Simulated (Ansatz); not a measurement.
Basis sets compared for BeH2. The state is a singlet with charge 0. Geometry PBE-D4/def2-TZVP. Ansatz on 4 threads of Intel Xeon on a shared host; times are rough, and most runs start from earlier orbitals.

Cartesian coordinates in Å:
```
Be 0.0000 0.0000 0.0000
H 0.5667 -1.1997 0.2035
H -0.5666 1.1997 -0.2035
```

B3LYP takes the VWN-RPA correlation.

Binding counts from free atoms (Be singlet, H doublet) in the same basis, without a counterpoise term.

```json
{"level": "HF/STO-3G", "functions": "7", "energy (Eh)": "-15.5592", "HOMO (eV)": "-11.40", "LUMO (eV)": "5.77", "binding per atom (eV)": "2.49", "wall time": "0.1 s"}
{"level": "HF/6-31G", "functions": "13", "energy (Eh)": "-15.7593", "HOMO (eV)": "-12.13", "LUMO (eV)": "2.42", "binding per atom (eV)": "1.78", "wall time": "0.15 s"}
{"level": "PBE-D4/def2-SVP", "functions": "19", "energy (Eh)": "-15.8445", "HOMO (eV)": "-7.44", "LUMO (eV)": "-1.62", "binding per atom (eV)": "2.14", "wall time": "0.42 s"}
{"level": "B3LYP-D4/6-31G", "functions": "13", "energy (Eh)": "-15.9140", "HOMO (eV)": "-8.57", "LUMO (eV)": "-0.75", "binding per atom (eV)": "2.23", "wall time": "0.36 s"}
{"level": "PBE0-D4/def2-SVP", "functions": "19", "energy (Eh)": "-15.8559", "HOMO (eV)": "-8.80", "LUMO (eV)": "-0.80", "binding per atom (eV)": "2.15", "wall time": "0.31 s"}
```

Task: Estimate the rows for PBE-D4/def2-TZVP, B3LYP-D4/def2-TZVP (with forces), PBE0-D4/def2-TZVP.

Result: 
| level | functions | energy (Eh) | HOMO (eV) | LUMO (eV) | binding per atom (eV) | wall time |
| --- | --- | --- | --- | --- | --- | --- |
| PBE-D4/def2-TZVP | 31 | -15.8609 | -7.45 | -1.58 | 2.12 | 0.25 s |
| B3LYP-D4/def2-TZVP (with forces) | 31 | -15.9216 | -8.62 | -1.00 | 2.23 | 0.35 s |
| PBE0-D4/def2-TZVP | 31 | -15.8719 | -8.79 | -0.75 | 2.13 | 0.35 s |
